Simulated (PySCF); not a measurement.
Spinor energies of Ga (gallium, neutral)

Start: [Ar] 3d10 4s1 4p2; 4s1/2 filled at m_j = +1/2; 4p3/2 filled at m_j = +1/2, +3/2. Calculated with PySCF 2.14 in x2c-TZVPall-2c (6s7p4d1f, 54 functions): generalised Hartree-Fock with the X2C-1e Hamiltonian and a Gaussian nucleus; one run each with spin-orbit coupling (SO) switched off, then screened by Boettger's factors. This is a chosen level, not necessarily the ground level.

```csv
spinor shell,electrons,"ε, spin-free (eV)","ε, screened SO (eV)",weight of nominal j (screened SO),"rms radius, screened SO (bohr)"
1s1/2,2,-10442.8,-10442.6,1.000,0.0560
2s1/2,2,-1342.5,-1342.4,1.000,0.235
2p1/2,2,-1164.3,-1183.3,1.000,0.209
2p3/2,4,-1164.3,-1155.2,1.000,0.212
3s1/2,2,-180.29,-180.31,1.000,0.699
3p1/2,2,-124.48,-127.12,0.999,0.730
3p3/2,4,-124.48,-123.25,1.000,0.740
3d3/2,4,-33.060,-33.398,0.987,0.893
3d5/2,6,-33.060,-32.882,0.991,0.898
4s1/2,1,-15.594,-15.603,0.999,2.58
4p3/2,2,-7.189,-7.175,0.824,3.42
```

```
   quantity    spin-free  screened SO
E (hartree)  -1942.01239  -1942.07400
        M_J          5/2          5/2
       ⟨J²⟩        8.757        8.757
       ⟨L²⟩        2.005        2.009
       ⟨S²⟩        3.753        3.753
```

Each row is a mean over spinors that exchange with the open shell spreads, by up to 0.462 eV (3s1/2).

Rows whose weight is well below 1 are mixtures of j = l ± 1/2: exchange outweighs spin-orbit coupling there, and the label is only the starting occupation.

Without spin-orbit coupling the j labels of p, d and f shells carry no meaning; the spin-free column gives the mean over the occupied spinors of each nl shell.
